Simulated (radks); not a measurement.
The zirconium ion Zr4+, configuration [Kr].

All-electron calculation, scalar-relativistic Kohn-Sham, r2SCAN, spin-unpolarised, spherical densities, finite nucleus; meta-GGA in the generalised Kohn-Sham scheme; Fermi nuclear charge, rms radius 4.2694 fm. Program: a radial shooting solver on a logarithmic mesh with Libxc functionals.

Energy parts (eV):
| part | energy |
|---|---|
| total | -97859.158 |
| kinetic | 100627.495 |
| electron-nucleus | -234083.979 |
| Hartree | 38677.559 |
| exchange-correlation | -3080.234 |

Orbitals (lengths in bohr, moments of r in powers of bohr; r(max) is where P^2 peaks):
| orbital | occ. | eigenvalue (eV) | r(max) |
|---|---|---|---|
| 1s | 2 | -17908.94 | 0.02414 |
| 2s | 2 | -2530.201 | 0.1369 |
| 2p | 6 | -2258.568 | 0.1095 |
| 3s | 2 | -455.5624 | 0.4074 |
| 3p | 6 | -366.1264 | 0.4019 |
| 3d | 10 | -219.8908 | 0.3483 |
| 4s | 2 | -97.0629 | 1.071 |
| 4p | 6 | -73.5452 | 1.163 |
| 4d | 0 | -39.5308 | 1.427 |
| 5s | 0 | -30.8654 | 2.542 |

The highest occupied level is 4p at -73.545 eV. The electron density at the nucleus is 7.605e+04 e/bohr^3 (large components only). For comparison, the ionisation energy in NIST's Atomic Spectra Database is 80.35 eV (semi-empirical). In exact Kohn-Sham theory the highest level is minus the ionisation energy, but local and semilocal functionals leave it too shallow, through self-interaction and a potential that decays too fast; potentials with the right tail come closer.
